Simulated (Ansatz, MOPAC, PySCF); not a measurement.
Complex: HF (SMILES F) (first 2 atoms) with CH4O (SMILES CO); geometry from B3LYP-D3(BJ)/def2-TZVP, rigid monomers moved along the line of their centres of mass till H2···O4 is 1.89 Å.
(charge 0, multiplicity 1):
```xyz
8

F      0.08507     0.01290     0.23579
H     -0.21590    -0.06029     1.13358
C      0.50753     0.40245     3.75971
O     -0.56183    -0.15726     2.98593
H      0.23587     0.45461     4.81581
H      0.66653     1.40953     3.38191
H      1.42928    -0.17150     3.64075
H     -0.73681    -1.05717     3.28133
```

Counterpoise-corrected where a basis set is named; no monomer relaxation. Rows marked so take none.

Rows in STO-3G carry no dispersion term and start afresh at each structure. The state that AM1, PM3 reach isn't checked.

The values were computed with Ansatz (a quantum-chemistry and plane-wave program) with Gaussian orbitals; MOPAC for AM1, PM3 (differences of heats of formation); PySCF for STO-3G rows. Each number belongs to the level named beside it.

Question: One of these levels gives -4.36 kcal/mol for the interaction energy. Which one is it?
A. HF/aug-cc-pVDZ
B. AM1
C. HF/STO-3G (no counterpoise)
D. PM3

Answer: D, PM3. The others give -2.93 (AM1), -6.25 (HF/STO-3G (no counterpoise)), -8.28 (HF/aug-cc-pVDZ)
